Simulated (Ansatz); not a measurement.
Thioxanthone (C₁₃H₈OS), 23 atoms. Hardware: 4 threads of Intel Xeon on a shared host.

Correlated methods freeze 19 core orbitals.

(1) How many basis functions does each of these Ansatz runs have, and roughly what does it cost? PBE-D4/def2-SVP, charge 0 triplet at the geometry of the charge 0 singlet, energy, from earlier orbitals; PBE0-D4/def2-TZVP, charge 0 singlet, energy and forces, from earlier orbitals; MP2/def2-SVP, charge 0 singlet, energy, from earlier orbitals; PBE0-D4/def2-SVP, charge 1 doublet, energy, from earlier orbitals; PBE-D4/def2-SVP, charge 1 doublet at the geometry of the charge 0 singlet, energy, from earlier orbitals; PBE0-D4/def2-SVP, charge 0 triplet at the geometry of the charge 0 singlet, energy; r2SCAN-D4/def2-TZVP, charge 0 singlet, energy and forces, from earlier orbitals; HF/6-31G, charge 0 singlet, energy; PBE-D4/def2-SVP, charge 1 doublet, relaxation, 4 steps; PBE-D4/def2-SVP, charge -1 doublet at the geometry of the charge 0 singlet, energy, from earlier orbitals; PBE-D4/def2-SVP, charge 0 singlet, energy, from earlier orbitals; PBE-D4/def2-SVP, charge 0 singlet, relaxation, 4 steps.

Answers

(1) Other jobs shared the machine, so times can vary by a factor of up to 3. A dash marks memory too small to be measured apart from the calling script's.

```json
{"run": "HF/6-31G, charge 0 singlet, energy", "functions": "155", "fitting or Cholesky vectors": "2122", "wall time": "11 s", "peak host memory (GiB)": "–"}
{"run": "PBE-D4/def2-SVP, charge 0 singlet, energy, from earlier orbitals", "functions": "254", "fitting or Cholesky vectors": "2866", "wall time": "14 s", "peak host memory (GiB)": "–"}
{"run": "PBE-D4/def2-SVP, charge -1 doublet at the geometry of the charge 0 singlet, energy, from earlier orbitals", "functions": "254", "fitting or Cholesky vectors": "2866", "wall time": "19 s", "peak host memory (GiB)": "–"}
{"run": "PBE-D4/def2-SVP, charge 0 triplet at the geometry of the charge 0 singlet, energy, from earlier orbitals", "functions": "254", "fitting or Cholesky vectors": "2866", "wall time": "32 s", "peak host memory (GiB)": "–"}
{"run": "PBE0-D4/def2-SVP, charge 1 doublet, energy, from earlier orbitals", "functions": "254", "fitting or Cholesky vectors": "2605", "wall time": "37 s", "peak host memory (GiB)": "1.4"}
{"run": "MP2/def2-SVP, charge 0 singlet, energy, from earlier orbitals", "functions": "254", "fitting or Cholesky vectors": "2605", "wall time": "37 s", "peak host memory (GiB)": "1"}
{"run": "PBE-D4/def2-SVP, charge 1 doublet at the geometry of the charge 0 singlet, energy, from earlier orbitals", "functions": "254", "fitting or Cholesky vectors": "2866", "wall time": "41 s", "peak host memory (GiB)": "1.3"}
{"run": "PBE-D4/def2-SVP, charge 0 singlet, relaxation, 4 steps", "functions": "254", "fitting or Cholesky vectors": "2866", "wall time": "49 s", "peak host memory (GiB)": "–"}
{"run": "PBE-D4/def2-SVP, charge 1 doublet, relaxation, 4 steps", "functions": "254", "fitting or Cholesky vectors": "2866", "wall time": "65 s", "peak host memory (GiB)": "–"}
{"run": "r2SCAN-D4/def2-TZVP, charge 0 singlet, energy and forces, from earlier orbitals", "functions": "519", "fitting or Cholesky vectors": "3104", "wall time": "71 s", "peak host memory (GiB)": "1.6"}
{"run": "PBE0-D4/def2-SVP, charge 0 triplet at the geometry of the charge 0 singlet, energy", "functions": "254", "fitting or Cholesky vectors": "2605", "wall time": "79 s", "peak host memory (GiB)": "1.5"}
{"run": "PBE0-D4/def2-TZVP, charge 0 singlet, energy and forces, from earlier orbitals", "functions": "519", "fitting or Cholesky vectors": "3114", "wall time": "1.9 min", "peak host memory (GiB)": "3.2"}
```
